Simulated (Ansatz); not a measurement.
Cost against result

Saddle point of BSiH5Cl2O, closed shell (BHCl₂O ([OH][B]([Cl])[Cl]) + SiH₄ → BHCl₂ ([Cl][BH][Cl]) + SiH₄O ([OH][SiH3]) (still joined by a long B–O bond); bonds formed: B1–H6, O2–Si5; bonds broken: Si5–H6; bonds weakened to dative contacts: B1–O2), PBE0-D4/def2-TZVP structure:

```
atom    x (Å)    y (Å)    z (Å)
  B1  -1.0044   0.0202  -0.5946
  O2  -0.1340  -1.1225  -0.2734
 Cl3  -0.7401   0.6557  -2.2661
 Cl4  -2.7037  -0.1538  -0.0572
 Si5   0.9043   0.2280   0.7908
  H6  -0.4938   0.9393   0.2211
  H7   2.0974  -0.1629   0.0033
  H8   1.2115   1.6310   1.2146
  H9   0.5957  -0.5235   2.0204
 H10   0.2673  -1.5116  -1.0589
```

Barriers are electronic and count from the start structure reached by relaxing down the imaginary mode.

Computed with Ansatz 0.2.0 (basis: as named in each row); correlated methods freeze the cores. B3LYP uses VWN-RPA correlation. Extrapolation: Hartree–Fock as exp(−7.88 √X), correlation as X^−2.97.

Times are rough, for one single point on 8 threads of a shared host (Intel Xeon 6975P-C).

The estimate by CCSD(T) at an estimated basis limit (MP2 extrapolated from triple and quadruple zeta, plus CCSD(T) − MP2 in triple zeta) is 98.2 kJ/mol.

| method | basis | time (s) | barrier (kJ/mol) | method less estimate |
| --- | --- | --- | --- | --- |
| HF | STO-3G | under 1 | 166.4 | 68.2 |
| PBE-D4 | STO-3G | under 1 | 113.8 | 15.6 |
| SPW92 | def2-SVP | under 1 | 61.8 | -36.4 |
| PBE-D4 | def2-SVP | under 1 | 92.4 | -5.8 |
| B3LYP-D4 | 6-31G | under 1 | 125.1 | 26.9 |
| PBE0-D4 | def2-SVP | under 1 | 94.6 | -3.6 |
| SPW92 | def2-TZVPP | under 1 | 56.6 | -41.6 |
| PBE-D4 | def2-TZVPP | under 1 | 86.4 | -11.8 |
| BLYP-D4 | def2-TZVPP | under 1 | 108.1 | 9.9 |
| B3LYP-D4 | def2-TZVPP | 1 | 108.3 | 10.1 |
| BHLYP-D4 | def2-TZVPP | 1 | 112.1 | 13.9 |
| r2SCAN-D4 | def2-TZVPP | 1 | 93.3 | -4.9 |
| PBE0-D4 | def2-TZVPP | 1 | 89.1 | -9.2 |
| CAM-B3LYP-D4 | def2-TZVPP | 1 | 107.8 | 9.6 |
| CCSD(T) | def2-SVP | 1 | 123.0 | 24.7 |
| wB97M-V | def2-SVP | 1 | 101.2 | 3.0 |
| r2SCAN0-D4 | def2-TZVPP | 2 | 93.9 | -4.3 |
| RPA on PBE | def2-TZVPP | 2 | 107.0 | 8.8 |
| B2PLYP | def2-TZVPP | 2 | 110.2 | 11.9 |
| PBE-QIDH | def2-TZVPP | 2 | 91.6 | -6.6 |
| B97M-V | def2-TZVPP | 2 | 105.8 | 7.6 |
| wB97X-V | def2-TZVPP | 2 | 100.2 | 2.0 |
| wB97M-V | def2-TZVPP | 2 | 97.9 | -0.3 |
| MP2 | def2-QZVPP | 7 | 92.9 | -5.3 |
| CCSD(T) | def2-TZVPP | 20 | 103.4 | 5.2 |

All methods are single points on the PBE0-D4 structures.

T1 diagnostic: at most 0.012.

Ligand swaps between two centres remove the fluorinated layer in thermal atomic layer etching, and scramble precursors in the gas phase.

Labels in which every atom is bracketed show which atoms are joined, not bond orders.
